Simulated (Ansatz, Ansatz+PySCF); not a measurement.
```xyz
9

C     0.0216   -0.0451   -0.0011
C    -0.0198    0.0390    1.5442
O    -0.0204    1.3342   -0.4043
H    -0.8630   -0.5064   -0.4214
H     0.8492   -0.4827   -0.3896
H     0.0382   -1.0146    1.9135
H     0.8505    0.5446    1.8856
H    -0.8451    0.5173    1.9059
H    -0.0008    1.4240   -1.3750
```

Basis set: def2-SVP (spherical functions). Frozen core: 3 orbitals. Charge 0, multiplicity 1.

Computed with Ansatz (development build ahead of 0.2.0); each method stands on the lowest determinant of its kind that the runs found. Restricted open shells among the atoms or ions are ROHF, correlated in semicanonical orbitals with singles.

Give the atomization energy at this shape (free ground-state atoms in the same class of orbitals less the molecule, no zero-point energy) of singlet C₂H₆O by RHF-MP2, RHF.

| method | atomization energy |
| --- | --- |
| RHF-MP2 | 33.26 eV |
| RHF | 26.08 eV |

Caution: the shape is not the minimum.
